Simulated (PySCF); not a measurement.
CBrF2, SMILES F[C](F)Br, multiplicity 2. Geometry: r2SCAN-D4/def2-SVP. The isomer is the one that the SMILES or the coordinates give; other isomers of the formula were not compared.

Problem. Give the equilibrium geometry at r2SCAN-D4/def2-SVP (PySCF confirms it by a frequency run) as a Z-matrix, and its point group. (The exact figures need the calculation; the answer reports its results.)

Solution. point group Cs.
```
C
F 1 1.3167
F 1 1.3167 2 110.49
Br 1 1.9142 2 113.81 3 129.50
```
Charge 0, spin multiplicity 2.
